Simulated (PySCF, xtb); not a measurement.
In(H)(F)(OEt) (C₂H₆FInO), SMILES C(C)[O][InH][F].

GFN2-xTB (xtb) at its own geometry gives an orbital gap of 3.01 eV and a dipole moment of 2.13 D.

Geometry: B3LYP-D3(BJ)/def2-SVP. The structure was generated by enumeration; whether it is a known compound was not checked. The def2 effective core potentials stand for the cores of In; spin–orbit coupling is left out. Other conformers were not sampled.

### Question
What does HF/def2-TZVP run with PySCF give? (Estimate from the structure and the level; the computed values follow.)

### Answer
gap 12.22 eV (levels -11.44 and 0.79 eV), dipole 2.01 D.
